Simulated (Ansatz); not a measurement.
One change: `Cl[C]1([GeH3])CO1` becomes `ClC1(I)CO1`.

Ansatz, PBE0-D4/def2-TZVP geometries, multiplicity 1. 

Elements past krypton have def2 core potentials. Scalar relativity is left out up to krypton. Spin–orbit coupling is left out; it splits and shifts lone-pair levels of the heavy atoms by tenths of an eV.

```tsv
property	`Cl[C]1([GeH3])CO1`
LUMO energy (PBE0/def2-TZVPP) / eV	0.27
HOMO energy (ωB97M-V/def2-TZVPP) / eV	-10.24
HOMO energy (PBE/def2-TZVPP) / eV	-6.60
HOMO–LUMO gap (PBE0/def2-TZVPP) / eV	8.27
HOMO energy (B3LYP/def2-TZVPP) / eV	-7.77
size of the dipole moment (B3LYP/def2-TZVPP) / D	2.10
```

(1) Give the same properties after the change, and the shifts. (An estimate is asked.)

Results:

(1) The calculation gave: 
```
                                        property  `ClC1(I)CO1`  shift
              LUMO energy (PBE0/def2-TZVPP) / eV         -1.61  -1.88
           HOMO energy (ωB97M-V/def2-TZVPP) / eV         -9.93   0.31
               HOMO energy (PBE/def2-TZVPP) / eV         -6.53   0.07
            HOMO–LUMO gap (PBE0/def2-TZVPP) / eV          6.14  -2.13
             HOMO energy (B3LYP/def2-TZVPP) / eV         -7.49   0.28
size of the dipole moment (B3LYP/def2-TZVPP) / D          1.94  -0.16
```

With PBE0 the HOMO rises by 0.25 eV and the LUMO falls by 1.88 eV, so the gap narrows by about 2.13 eV. PBE moves the HOMO by 0.07 eV and ωB97M-V by 0.31 eV. The zero-point energy changes by -61.3 kJ/mol with -9 modes. Dipoles are sizes alone; their direction can turn.

Positive LUMOs are unbound, so they and the gaps depend on the basis.

B3LYP here is the variant with VWN-RPA as its local correlation; programs differ in this.
